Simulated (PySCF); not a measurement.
This script is equivalent to a calculation on O⁺ (oxygen, charge +1).

```python
from pyscf import gto, scf, dft, mp, cc
import basis_set_exchange as bse
mol = gto.M(atom="O 0 0 0", charge=1, spin=3, symmetry="D2h",
            basis=gto.basis.parse(bse.get_basis("cc-pVTZ-DK", elements=["O"], fmt="nwchem", header=False)),
            nucmod="G")
mf = scf.UHF(mol).sfx2c1e()
mf.irrep_nelec = {'Ag': (2, 2), 'B1u': (1, 0), 'B2u': (1, 0), 'B3u': (1, 0)}
mf.kernel()
```

Task: What total energy does it give?

Result: -74.42286 hartree (calculated).

Task: Which occupied shell lies highest, and where?

Result: 2p α, at -36.194 eV.

Task: What is ⟨S²⟩, and what would a pure spin state give?

Result: 3.755, against 3.75.
